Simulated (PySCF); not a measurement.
# One molecule, several mistakes: B3H2O

Calculated results; nothing here was measured. They come from PySCF 2.14.0, an open-source quantum chemistry program, on an isolated molecule that a program drew, which may never have been made. The molecule is B3H2O (charge 0, doublet), drawn as the SMILES string `[BH]BB=O`.

Each row is a Hartree-Fock (HF) and frozen-core CCSD(T) single point in the cc-pVDZ basis, meant for a local HF minimum. Run 1 is clean. Each other run has one planted mistake out of seven kinds, and not every kind appears here: one electron removed, one electron added, multiplicity raised by two, geometry at a saddle point, minimal basis STO-3G, one bond length entered in bohr, all coordinates scaled. The reference is restricted for singlets and unrestricted otherwise, and also for a bond in bohr. Adding or removing an electron swaps singlet and doublet. Electrons count all cores. HOMO and LUMO are orbital energies over both spins, the gradient is its largest component, and the lowest frequency (negative if imaginary) is given only where the gradient is small. Bond lengths are over the 5 bonds as drawn. T1 is the CCSD diagnostic: over 0.02 (restricted) or 0.045 (unrestricted) a single reference is doubtful.

Geometry of the clean run:
```xyz
6
B3H2O, angstrom
B    -0.9964    0.9137   -1.5163
B    -0.7610   -0.0519   -0.2796
B     0.3009    0.3643    0.9650
O     1.0533    0.6751    1.8326
H    -1.1766    1.6272   -2.4397
H    -1.3506   -1.0951   -0.2337
```

```
run,electrons,basis functions,<S^2>,HOMO (eV),LUMO (eV),gradient (hartree/bohr),lowest frequency (cm^-1),mean bond (Å),longest bond (Å),T1,HF (hartree),CCSD(T) (hartree),mistake
1,25,66,0.757,-9.62,0.13,1.1e-05,148,1.3689,1.688,0.0220,-150.06233,-150.50264,no fault
2,24,66,0.000,-18.30,-7.95,5.0e-02,-,1.3689,1.688,0.0260,-149.74068,-150.16679,one electron removed
3,25,66,1.507,-9.88,0.15,1.7e-02,-,1.5823,2.266,0.0493,-149.95528,-150.38915,one bond length entered in bohr
4,25,22,0.759,-7.39,4.55,2.1e-02,-,1.3689,1.688,0.0244,-148.06543,-148.27960,minimal basis STO-3G
5,26,66,0.000,-1.48,7.27,3.3e-02,-,1.3689,1.688,0.0208,-150.08424,-150.56343,?
```

**Which mistake was planted in run 5, and what did it cost?**

It counts 26 electrons, one more than the clean run, at the same geometry and basis. So the mistake is: one electron added. Subtracting run 1 and multiplying by 627.51 kcal/mol a hartree, the energy moved by -13.7 kcal/mol in HF and -38.1 kcal/mol in CCSD(T).

Cautions from the logs. Run 2: T1 is over the limit, so its CCSD(T) energy is less reliable; run 3: T1 is over the limit, so its CCSD(T) energy is less reliable; run 5: T1 is over the limit, so its CCSD(T) energy is less reliable.
